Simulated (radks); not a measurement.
Ionisation of neutral rhenium, [Xe] 4f14 5d5 6s2, to [Xe] 4f14 5d5 6s1 as the strength of local exchange is varied. All-electron calculation, scalar-relativistic Kohn-Sham, Slater X-alpha exchange (alpha = 2/3 is LDA exchange), no correlation, spin-polarised, spherical densities, finite nucleus; open shells are filled with parallel spins first (spin-orbit coupling, left out, can overturn this in heavy ions); Fermi nuclear charge, rms radius 5.3698 fm. Program: a radial shooting solver on a logarithmic mesh with Libxc functionals.

alpha	E(Re) (hartree)	exchange (hartree)	IE (eV)	-e of the level emptied (eV)	<r> of it (bohr)
0.628	-16653.9843	-294.5726	6.238	3.641 (6s)	3.428
0.643	-16661.0575	-301.7475	6.292	3.703 (6s)	3.420
0.657	-16667.6620	-308.4499	6.343	3.761 (6s)	3.413
0.667	-16672.3813	-313.2408	6.380	3.803 (6s)	3.408
0.732	-16703.0920	-344.4511	6.628	4.085 (6s)	3.373
0.737	-16705.4568	-346.8569	6.647	4.107 (6s)	3.370
0.928	-16796.0658	-439.2912	7.444	5.022 (6s)	3.263
1.013	-16836.5582	-480.7603	7.828	5.466 (6s)	3.214

NIST Atomic Spectra Database: 7.834 eV (measured). The central value is not met in this range of alpha. Open shells are spherical and high-spin; term and fine-structure splittings are not resolved. Spin-orbit splitting is averaged out at the scalar-relativistic level.
